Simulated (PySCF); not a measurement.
Dissociation curve of GeCl, doublet.

Calculation: PySCF with CCSD(T) on UHF/cc-pVDZ, 14 core orbitals frozen.

**Question.** Relative to R = 2.24 Å, what are the energies at R = 1.75, 2.06, 2.09, 2.72 Å?

**Answer.** 110.5 mEh at 1.75 Å, 6.4 mEh at 2.06 Å, 3.7 mEh at 2.09 Å, 35.3 mEh at 2.72 Å.

The scan ran from 1.64 to 8.75 Å; beyond the distances shown one of the unrestricted levels run for this scan, shown here or not, changes its spin distribution in one step.
